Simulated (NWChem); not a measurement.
All runs are NWChem calculations. System: 1,3-cyclohexadiene (C₆H₈), charge 0, spin multiplicity 1, at a geometry optimised with B3LYP/def2-SVP. Level: B3LYP/def2-SVP, VWN1-RPA local correlation.

Input file:

```
start mol
memory heap 200 mb stack 900 mb global 1100 mb
geometry units angstroms nocenter noautoz
  C     -0.385595     1.374436    -0.111914
  C     -0.129498     0.722461    -1.261986
  C      0.129498    -0.722461    -1.261986
  C      0.385595    -1.374436    -0.111914
  C      0.453780    -0.620448     1.195473
  C     -0.453780     0.620448     1.195473
  H     -0.614515     2.444727    -0.116902
  H     -0.131535     1.256160    -2.216962
  H      0.131535    -1.256160    -2.216962
  H      0.614515    -2.444727    -0.116902
  H      1.507006    -0.311738     1.362065
  H      0.199030    -1.277806     2.042362
  H     -0.199030     1.277806     2.042362
  H     -1.507006     0.311738     1.362065
  symmetry group C2
end
basis spherical
  * library def2-svp
end
dft
  xc b3lyp
  semidirect memsize 60000000 filesize 0
  iterations 100
end
task dft energy
```

Part of the output:

```
             Northwest Computational Chemistry Package (NWChem) 7.3.0
             --------------------------------------------------------

                                NWChem Input Module
                                -------------------

 Scaling coordinates for geometry "geometry" by  1.889725989
 (inverse scale =  0.529177249)

 Turning off AUTOSYM since
 SYMMETRY directive was detected!

                             Geometry "geometry" -> ""
                             -------------------------

 Output coordinates in angstroms (scale by  1.889725989 to convert to a.u.)

  No.       Tag          Charge          X              Y              Z
 ---- ---------------- ---------- -------------- -------------- --------------
    1 C                    6.0000    -0.38559500     1.37443600    -0.11191400
    2 C                    6.0000    -0.12949800     0.72246100    -1.26198600
    3 C                    6.0000     0.12949800    -0.72246100    -1.26198600
    4 C                    6.0000     0.38559500    -1.37443600    -0.11191400
    5 C                    6.0000     0.45378000    -0.62044800     1.19547300
    6 C                    6.0000    -0.45378000     0.62044800     1.19547300
    7 H                    1.0000    -0.61451500     2.44472700    -0.11690200
    8 H                    1.0000    -0.13153500     1.25616000    -2.21696200
    9 H                    1.0000     0.13153500    -1.25616000    -2.21696200
   10 H                    1.0000     0.61451500    -2.44472700    -0.11690200
   11 H                    1.0000     1.50700600    -0.31173800     1.36206500
   12 H                    1.0000     0.19903000    -1.27780600     2.04236200
   13 H                    1.0000    -0.19903000     1.27780600     2.04236200
   14 H                    1.0000    -1.50700600     0.31173800     1.36206500

 Effective nuclear repulsion energy (a.u.)     218.2455770337

            Nuclear Dipole moment (a.u.)
            ----------------------------
        X                 Y               Z
 ---------------- ---------------- ----------------
     0.0000000000     0.0000000000     0.0000037795
[...]
              MO Center= -1.7D-15,  4.1D-15, -3.2D-01, r^2= 3.3D+00
   Bfn.  Coefficient  Atom+Function         Bfn.  Coefficient  Atom+Function
  ----- ------------  ---------------      ----- ------------  ---------------
     4      0.313421   1 C  px               46     -0.313421   4 C  px
    18      0.244462   2 C  px               32     -0.244462   3 C  px
     7      0.240196   1 C  px               49     -0.240196   4 C  px
    21      0.190316   2 C  px               35     -0.190316   3 C  px
   105      0.131051  11 H  s               120      0.131051  14 H  s

 Vector   23  Occ=0.000000D+00  E=-2.895352D-02  Symmetry=b
              MO Center=  2.3D-15, -1.1D-14, -3.7D-01, r^2= 3.6D+00
   Bfn.  Coefficient  Atom+Function         Bfn.  Coefficient  Atom+Function
  ----- ------------  ---------------      ----- ------------  ---------------
     7      0.419563   1 C  px               49      0.419563   4 C  px
     4      0.340067   1 C  px               46      0.340067   4 C  px
    21     -0.307875   2 C  px               35     -0.307875   3 C  px
    18     -0.234624   2 C  px               32     -0.234624   3 C  px
    59     -0.143842   5 C  s                73      0.143842   6 C  s

 Vector   24  Occ=0.000000D+00  E= 5.717587D-02  Symmetry=a
              MO Center=  6.5D-15, -7.7D-14,  8.3D-01, r^2= 8.3D+00
   Bfn.  Coefficient  Atom+Function         Bfn.  Coefficient  Atom+Function
  ----- ------------  ---------------      ----- ------------  ---------------
    59      1.289132   5 C  s                73      1.289132   6 C  s
   111     -0.848671  12 H  s               116     -0.848671  13 H  s
   106     -0.706918  11 H  s               121     -0.706918  14 H  s
    86     -0.526700   7 H  s               101     -0.526700  10 H  s
    91     -0.460313   8 H  s                96     -0.460313   9 H  s

 Vector   25  Occ=0.000000D+00  E= 7.103866D-02  Symmetry=a
              MO Center=  6.7D-15, -3.2D-14, -8.3D-01, r^2= 6.0D+00
   Bfn.  Coefficient  Atom+Function         Bfn.  Coefficient  Atom+Function
  ----- ------------  ---------------      ----- ------------  ---------------
    91      0.659530   8 H  s                96      0.659530   9 H  s
    86      0.566178   7 H  s               101      0.566178  10 H  s
   106     -0.512339  11 H  s               121     -0.512339  14 H  s
     3     -0.509284   1 C  s                45     -0.509284   4 C  s
    17     -0.429429   2 C  s                21      0.428086   2 C  px

 center of mass
 --------------
 x =   0.00000000 y =   0.00000000 z =  -0.05014167

 moments of inertia (a.u.)
 ------------------
         645.170382520557          94.785585267216           0.000000000000
          94.785585267216         390.012179874418          -0.000000000000
           0.000000000000          -0.000000000000         357.765105842785

     Multipole analysis of the density
     ---------------------------------

     L   x y z        total         alpha         beta         nuclear
     -   - - -        -----         -----         ----         -------
     0   0 0 0      0.000000    -22.000000    -22.000000     44.000000

     1   1 0 0     -0.000000     -0.000000     -0.000000      0.000000
     1   0 1 0     -0.000000     -0.000000     -0.000000      0.000000
     1   0 0 1      0.171405      0.085701      0.085701      0.000004

     2   2 0 0    -28.961148    -32.099588    -32.099588     35.238029
     2   1 1 0     -0.648613     27.609065     27.609065    -55.866744
     2   1 0 1      0.000000      0.000000      0.000000      0.000000
     2   0 2 0    -26.380960   -106.254117   -106.254117    186.127275
     2   0 1 1      0.000000      0.000000      0.000000     -0.000000
     2   0 0 2    -25.946865   -117.108470   -117.108470    208.270076

 Task  times  cpu:        4.4s     wall:        4.4s

 Total times  cpu:        4.4s     wall:        4.4s
```
